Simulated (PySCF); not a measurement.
A side-by-side comparison of computed properties.

First species: C7H12.
InChI=1S/C7H12/c1-2-6-4-7(3-1)5-6/h6-7H,1-5H2/t6-,7+

Second species: AsBH6OSi.
Z-matrix (Å and degrees, PBE0-D3(BJ)/def2-SVP geometry), rows numbered from 1:
```
Si
O   1  1.6845
B   2  1.3462  1  134.17
As  3  2.0495  2  123.75  1     5.99
H   1  1.4859  2  106.73  3  -164.88
H   1  1.4896  2  109.12  3    75.80
H   1  1.4917  2  109.45  3   -45.07
H   3  1.2128  2  117.95  1  -179.05
H   4  1.5242  3   96.54  2   -42.04
H   4  1.5196  3   93.50  2  -136.89
```

Levels: CAM-B3LYP/def2-SVPD for HOMO energy, LUMO energy, HOMO–LUMO gap and static isotropic polarisability; TDDFT CAM-B3LYP/def2-SVPD for lowest singlet excitation; TDA CAM-B3LYP/def2-SVPD for lowest triplet excitation (Tamm–Dancoff); ΔSCF CAM-B3LYP/def2-SVPD for vertical ionisation energy. Geometries: PBE0-D3(BJ)/def2-SVP. Each structure is a single optimised conformer of the isolated species, non-relativistic unless stated. Electronic properties by PySCF.

Dipoles, sizes and rotational constants follow the conformer. The torsions of the flexible species, by atom-mapped SMILES:
- `[SiH3:1][O:2][BH:3][AsH2:4]`: Si1–O2–B3–As4 6°, H–As4–B3–O2 -42°, H–As4–B3–O2 -137°

The conformers of `C1C[C@H]2C[C@@H](C1)C2` aren't listed.

| property | column X | column Y |
| --- | --- | --- |
| HOMO energy | -8.37 eV | -9.29 eV |
| LUMO energy | 0.24 eV | 1.35 eV |
| HOMO–LUMO gap | 8.61 eV | 10.64 eV |
| lowest singlet excitation | 4.96 eV | 7.82 eV |
| lowest triplet excitation (Tamm–Dancoff) | 4.29 eV | 7.64 eV |
| static isotropic polarisability | 76.9 au | 76.4 au |
| vertical ionisation energy | 9.30 eV | 10.02 eV |

Question: Which column belongs to which species?

Answer: Column X is the second species and column Y the first. The first has 19 atoms and 54 electrons, the second 10 and 66.

Question: How does each property change from the first species to the second?

Answer: HOMO energy +0.92 eV; LUMO energy -1.11 eV; HOMO–LUMO gap -2.03 eV; lowest singlet excitation -2.86 eV; lowest triplet excitation (Tamm–Dancoff) -3.35 eV; static isotropic polarisability +0.5 au; vertical ionisation energy -0.72 eV.

On the first: The polarisability is 11.33 Å³ as a volume (1 au = 0.148185 Å³), or 1.42 au for each of the 54 electrons. No computed singlet falls in the visible range (750 to 380 nm, 1.65 to 3.26 eV); S1 lies 4.56 eV above its blue end.

On the second: The ΔSCF ionisation energy exceeds −ε(HOMO) by 0.93 eV with CAM-B3LYP. S1 lies 3.65 eV below the HOMO–LUMO gap; its leading configuration is HOMO→LUMO, weight 0.85. Relativistic effects, spin–orbit coupling among them, are left out although an element past zinc is present.
